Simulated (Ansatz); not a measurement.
**What each rung costs, and what it gives**

Saddle point of CH8GeO, closed shell (CH₆GeO ([CH3][O][GeH3]) + H₂ → CH₄O ([CH3][OH]) + GeH₄; bonds formed: Ge1–H8, O2–H7; bonds broken: Ge1–O2, H7–H8), PBE0-D4/def2-TZVP structure:

Ge1  (-0.357, 1.292, 0.466)
O2  (0.573, -0.167, -0.546)
C3  (-0.016, -1.446, -0.720)
H4  (-1.535, 1.135, -0.543)
H5  (0.169, 2.724, 0.305)
H6  (-0.937, 0.954, 1.849)
H7  (1.256, 0.060, 0.350)
H8  (1.363, 0.782, 1.163)
H9  (-1.007, -1.326, -1.163)
H10  (-0.112, -1.971, 0.236)
H11  (0.604, -2.036, -1.397)
(Å)

Barriers are electronic and count from the start structure reached by relaxing down the imaginary mode.

Computed with Ansatz 0.2.0 (basis: as named in each row); correlated methods freeze the cores. Filled d shells of the heavier atoms are correlated. The def2 sets are not built for correlating such inner shells, so the correlated values are less sure here. B3LYP uses VWN-RPA correlation. Extrapolation: Hartree–Fock as exp(−7.88 √X), correlation as X^−2.97.

Times are rough, for one single point on 4 threads of a shared host (Arm Neoverse V1).

The estimate by CCSD(T) at an estimated basis limit (MP2 extrapolated from triple and quadruple zeta, plus CCSD(T) − MP2 in triple zeta) is 47.42 kcal/mol.

```csv
method,basis,time (s),barrier (kcal/mol),method less estimate
HF,STO-3G,under 1,75.92,28.50
PBE-D4,STO-3G,under 1,45.55,-1.87
SPW92,def2-SVP,under 1,27.52,-19.90
B3LYP-D4,6-31G,under 1,43.62,-3.80
PBE-D4,def2-SVP,under 1,35.23,-12.19
SPW92,def2-TZVPP,under 1,29.60,-17.83
PBE0-D4,def2-SVP,1,39.16,-8.26
PBE-D4,def2-TZVPP,2,37.59,-9.84
BLYP-D4,def2-TZVPP,2,41.92,-5.51
B3LYP-D4,def2-TZVPP,2,44.40,-3.02
BHLYP-D4,def2-TZVPP,2,48.74,1.32
PBE0-D4,def2-TZVPP,2,41.26,-6.17
CAM-B3LYP-D4,def2-TZVPP,2,45.36,-2.06
r2SCAN-D4,def2-TZVPP,3,41.45,-5.97
wB97M-V,def2-SVP,3,41.53,-5.90
r2SCAN0-D4,def2-TZVPP,4,43.75,-3.67
RPA on PBE,def2-TZVPP,4,46.50,-0.92
B2PLYP,def2-TZVPP,4,46.39,-1.03
PBE-QIDH,def2-TZVPP,4,45.03,-2.39
CCSD(T),def2-SVP,4,46.67,-0.75
wB97X-V,def2-TZVPP,6,46.04,-1.38
wB97M-V,def2-TZVPP,6,44.77,-2.65
B97M-V,def2-TZVPP,8,42.57,-4.85
MP2,def2-QZVPP,18,47.44,0.01
CCSD(T),def2-TZVPP,100,46.52,-0.90
```

All methods are single points on the PBE0-D4 structures.

The T1 diagnostic stays at or below 0.014.

Labels in which every atom is bracketed show which atoms are joined, not bond orders.
